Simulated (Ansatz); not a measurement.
This geometry of FH3OSi + H3N (10 atoms, charge 0, multiplicity 1) is a first-order saddle point.

Level of theory: RHF/def2-SVP in Ansatz.

```xyz
10
Properties=species:S:1:pos:R:3
Si 0.165 -0.279 0.006
O 0.287 0.153 1.952
H -0.451 0.472 2.448
H 1.125 0.797 -0.254
H -1.294 -0.095 0.108
F 0.176 -0.972 -1.493
N 0.841 -1.770 0.892
H 0.327 -2.621 0.734
H 1.815 -1.959 0.715
H 0.598 -1.034 1.857
```

Problem. Which two structures does it join? (They come from a converged band through this point; their orientation in space is the band's.)

Solution. Bonds broken: Si1–O2, N7–H10. Bonds formed: Si1–N7, O2–H10. FH3OSi + H3N becomes FH4NSi + H2O.

First end point:

```xyz
10
Properties=species:S:1:pos:R:3
Si -0.272 0.395 -0.008
O -0.302 0.343 1.625
H -1.110 0.283 2.110
H 1.108 0.649 -0.424
H -1.225 1.383 -0.536
F -0.729 -1.030 -0.602
N 1.595 -2.559 1.348
H 0.883 -2.752 0.665
H 2.392 -2.199 0.854
H 1.248 -1.820 1.934
```

Last end point:

```xyz
10
Properties=species:S:1:pos:R:3
Si 0.258 -0.495 -0.500
O 0.254 0.320 2.810
H -0.611 0.170 3.159
H 1.149 0.661 -0.375
H -1.153 -0.218 -0.200
F 0.298 -0.941 -2.054
N 0.813 -1.750 0.539
H 0.279 -2.597 0.615
H 1.794 -1.959 0.568
H 0.508 -0.499 2.405
```

Problem. How far does it lie above each of them?

Solution. 162.9 kJ/mol above the first and 130.5 kJ/mol above the second. This is the barrier of this one path; another mechanism may lie lower. The orbitals stay closed-shell, which can raise the energy where a bond breaks towards radicals; this wasn't checked here.

The run took 2.3 min on 1 thread of Arm Neoverse V2, with other jobs on the host, peak memory 0.16 GiB.
